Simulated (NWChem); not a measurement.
System: BSi2H6Cl; SMILES [SiH3]B([SiH3])Cl

Results from NWChem. Structure relaxed at the PBE-D3(BJ)/def2-SVP level. Level SCAN/def2-SVP: energy and gradient on several grids; changes count from the extra-fine grid, which is no exact limit either.

| grid | size of the energy change (μHa) | largest change of a gradient component (μHa/bohr) | time, medium = 1 (rough) |
|---|---|---|---|
| xcoarse | 6000 | 1000 | about 1 |
| coarse | 2000 | 1000 | about 1 |
| medium | 500 | 1000 | about 1 |
| fine | 400 | 300 | about 1 |
| xfine | < 10 | < 30 | 2 |
